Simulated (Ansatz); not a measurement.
Basis-set extrapolation for C$_{3}$H$_{4}$OSi (`O=C=C=C[SiH3]`) (PBE0-D4/def2-TZVP geometry, frozen core, Ansatz). Multiplicity 1, RHF reference.

```json
{"": "HF", "def2-TZVPP": "-479.721768", "def2-QZVPP": "-479.738781"}
{"": "MP2 correlation", "def2-TZVPP": "-0.807218", "def2-QZVPP": "-0.863246"}
{"": "CCSD(T) correlation", "def2-TZVPP": "-0.876804", "def2-QZVPP": "not run"}
```

Energies in hartree. Use E(X) = E(∞) + A·exp(−7.88·√X) for Hartree–Fock and E(X) = E(∞) + B·X^(−2.97) for correlation, with X = 3 and 4, and add CCSD(T) minus MP2 of the smaller set to the MP2 limit.

Problem. What is the CCSD(T) energy at the basis-set limit?

Solution. HF limit: -479.738781 + (-0.017013) × 0.13774 = -479.74112. MP2 limit: -0.863246 + (-0.056028) × 0.74074 = -0.90475. Higher-order term: -0.876804 − (-0.807218) = -0.06959. Total: -480.71546 hartree, 306.9 kJ/mol below CCSD(T)/def2-TZVPP.
